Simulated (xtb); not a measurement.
Harmonic IR lines of one isomer of C$_{9}$H$_{9}$NSSi, unscaled. Level of theory: GFN2-xTB (xtb).

wavenumber (cm⁻¹): 220 (w), 440 (w), 547 (w), 559 (w), 637 (w), 771 (s), 787 (vs), 843 (vw), 859 (w), 887 (w), 965 (m), 1130 (w), 1223 (vw), 1402 (w), 1425 (w), 1474 (w), 1546 (w), 1577 (w), 1589 (w), 2263 (vs), 2287 (s), 2403 (m), 3048 (w), 3059 (w), 3091 (w)…

Task: Which structure gives these lines?
A) `[SiH3]c1cc(S)c2ncccc2c1`
B) `[SiH3]c1cc(S)cc2ncccc12`
C) `[SiH3]c1ccc(S)c2cccnc12`
D) `[SiH3]c1cc2ncccc2cc1S`

Result: D, `[SiH3]c1cc2ncccc2cc1S`
